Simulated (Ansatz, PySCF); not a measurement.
Reaction (SMILES): CCCCCO + H+ → CCCCC[OH2+]
Each molecule is optimised on its own at B3LYP-D3(BJ)/def2-TZVP (Ansatz, an electronic-structure program), one conformer each, not searched for the lowest. Frequencies are from Ansatz or PySCF.

Property: proton affinity (0 K, with B3LYP-D3(BJ) harmonic zero-point energies), positive where the reaction releases energy, in kcal/mol. Correlated levels leave the core frozen unless marked. No spin-orbit coupling. No relativistic terms. CBS(X,Y): correlation extrapolated as X^-3; Hartree-Fock from the larger set. The bracket is a focal-point correction in the basis named.

```tsv
level	program	proton affinity (kcal/mol)
HF/cc-pVTZ	Ansatz	193.6
```

Q: What does RI-MP2/CBS(cc-pVTZ,cc-pVQZ)+[CCSD(T)-MP2]/cc-pVTZ (Ansatz) give?

A: 187.8 kcal/mol
